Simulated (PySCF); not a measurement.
B3LYP has the VWN-RPA correlation part, as in Gaussian. Excitations are Tamm–Dancoff values on a coarser integration grid. The basis has no diffuse functions, so Rydberg states are missing or too high.

Cartesian coordinates (Å):
SMILES: F[SiH3]
```xyz
5

F      1.3687    -0.6881    -0.3090
Si    -0.0380     0.0191     0.0086
H     -0.5969    -0.5905     1.2324
H      0.2042     1.4623     0.2095
H     -0.9380    -0.2028    -1.1415
```
Charge 0, spin multiplicity 1.

**Question.** Give the total energy, S1 excitation (TDA) and S1–T1 gap (TDA) at the level B3LYP-D3(BJ)/def2-TZVP (PySCF).

**Answer.** 
- total energy: -391.2733 Ha
- S1 excitation (TDA): 7.93 eV
- S1–T1 gap (TDA): 0.51 eV
